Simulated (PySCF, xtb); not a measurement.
pyridine-4-carbonitrile (C6H4N2), SMILES N#Cc1ccncc1.

Harmonic wavenumbers (cm⁻¹) from GFN2-xTB run with xtb 6.7.1 at its own minimum, in rising order: 128, 145, 319, 350, 438, 537, 558, 632, 696, 784, 793, 880, 913, 925, 1008, 1093, 1110, 1197, 1227, 1256, 1272, 1368, 1457, 1543, 1570, 2381, 3064, 3065, 3098, 3100.

**Question.** What does PBE-D3(BJ)/def2-SVP (PySCF) give at its own minimum? (An estimate is asked for; the answer gives what the named calculation found.)

**Answer.** 140, 158, 355, 378, 444, 549, 577, 665, 739, 763, 816, 862, 960, 972, 982, 1059, 1074, 1195, 1215, 1288, 1324, 1402, 1472, 1563, 1598, 2279, 3085, 3089, 3146, 3147. Paired by order, the mean absolute difference is 30 cm⁻¹ and the zero-point energies are 52.8 and 53.3 kcal/mol.
